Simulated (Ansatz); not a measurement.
`[OH][AlH][SbH][Cl]` + SiH₄ → `[SiH3][SbH][Cl]` + `[OH][AlH2]` at 400 K and 1 bar (formal exchange of groups at the Sb–Al bond).

Gas-phase electronic energies from Ansatz, PBE0-D4/def2-TZVP geometries. CCSD(T)/CBS is the MP2 limit (def2-TZVPP, def2-QZVPP) plus CCSD(T) − MP2 in def2-TZVPP, frozen cores. This one scheme is used for every species. Elements past krypton have def2 core potentials. For Sb outer-core shells are correlated without core-valence functions, which leaves a few kJ/mol of doubt a bond. Each species was taken in one conformer, which may not be the lowest.

| species | CCSD(T)/CBS energy (Eh) | H − E (kJ/mol) | S (J/(mol·K)) |
| --- | --- | --- | --- |
| `[OH][AlH][SbH][Cl]` | -1018.88275 | 109.1 | 400.1 |
| SiH₄ | -291.46306 | 96.9 | 218.6 |
| `[SiH3][SbH][Cl]` | -991.30233 | 113.9 | 370.6 |
| `[OH][AlH2]` | -319.03157 | 88.7 | 271.1 |

H − E and S are ideal-gas, rigid-rotor, harmonic terms from PBE0-D4/def2-TZVP, for one conformer and one mirror image of each species. 1 Eh = 2625.50 kJ/mol, R = 8.31446 J/(mol·K).

Question: By hand: ΔE, ΔH, ΔS and ΔG.

Answer: ΔE = (-991.30233) + (-319.03157) − (-1018.88275) − (-291.46306) = 0.01191 Eh = 31.3 kJ/mol. Δ(H − E) = 113.9 + 88.7 − 109.1 − 96.9 = -3.4, so ΔH = 27.9 kJ/mol. ΔS = 370.6 + 271.1 − 400.1 − 218.6 = 23.0 J/(mol·K). ΔG = 27.9 − 400 × (23.0)/1000 = 18.7 kJ/mol.

Question: By hand: the equilibrium constant, and the temperature at which ΔG would vanish if ΔH and ΔS stayed fixed.

Answer: log₁₀ K = −ΔG/(RT ln 10) = -2.4. ΔG = 0 at ΔH/ΔS = 1213 K.

ΔH outweighs TΔS. A doubt of 5 kJ/mol in ΔE shifts log₁₀ K by 0.7 here. Other conformers and mirror images would add mixing entropy, several J/(mol·K) or more a flexible species. Modes under 60 cm⁻¹, often nearly free rotors, make the harmonic entropy too high. These are equilibria of isolated gas molecules and say nothing of rates. Largest T1 diagnostic: 0.014 (customary marks: 0.02 for closed shells, 0.045 for open ones).
